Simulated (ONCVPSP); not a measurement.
# Potentials for vanadium (V) compared

Generated with ld1.x 7.5 (TM, RRKJ, ultrasoft, PAW), atompaw 4.2 or ONCVPSP 4.0.1. The cutoff is in Ry: for ld1.x and atompaw files where the sum of valence levels is converged to 10 mRy in a Bessel basis, for ONCV files where the hardest occupied wave has 1 mHa per electron of residual kinetic energy. The error is the largest all-electron minus pseudo excitation energy over each file’s own four to seven test configurations (ionisations up to +4, promotions, holes and added fractions of an electron), all of which were solved. The labels leave out finer settings (local radius, basis sizes, second energies), which also bear on the numbers. Spin-polarised tests are not counted. The rows are a selection from randomly drawn settings: files with unsolved tests, undetermined cutoffs or missed reference levels are left out.

A true bound ghost makes a file unfit for plane-wave use even where its test errors are small: the radial tests pick states by their node count and pass the ghost by.

```csv
potential,cutoff (Ry),largest error (meV),bound ghosts
"ONCV, PBE, scalar-relativistic, rc 1.85/1.50/2.15 (spd), local smoothed, core correction yes, reference 3s2 3p6 3d3 4s1.5 4p0.5, qcut 5.3/10/7.6, projectors 2/2/2",49,+161,none
"ONCV, PBE, fully relativistic, rc 1.80/1.45/2.40 (spd), local smoothed, core correction yes, reference 3s2 3p6 3d3 4s1.5 4p0.5, qcut 5.3/8.6/6.2, projectors 2/2/2",47,+286,none
"ONCV, PBE, scalar-relativistic, rc 1.70/1.70/1.55 (spd), local smoothed, core correction yes, reference 3s2 3p6 3d3 4s1.75 4p0.25, qcut 7.5/10.3/8.6, projectors 2/2/2",62,+4.2,none
"ONCV, PW91, fully relativistic, rc 2.70/2.35/1.30 (spd), local smoothed, core correction yes, reference 3d3 4s2, qcut 2.3/3.8/9.6, projectors 3/2/2",80,+56,"p3/2, p1/2"
```

Fill in the row for V: ONCV, PBEsol, scalar-relativistic, rc 1.50/1.50/2.30 (spd), local smoothed, core correction yes, reference 3s2 3p6 3d3 4s2, qcut 6.3/8.1/6.6, projectors 2/2/1.

cutoff 45 Ry, largest error +129 meV, bound ghosts: none.

Fill in the row for V: ONCV, LDA (Perdew-Wang 92), scalar-relativistic, rc 2.55/1.95/1.80 (spd), local d, core correction yes, reference 3d3 4s1, qcut 2.3/3.7/10.6, projectors 2/3/0.

cutoff 74 Ry, largest error -286 meV, bound ghosts: s, p.
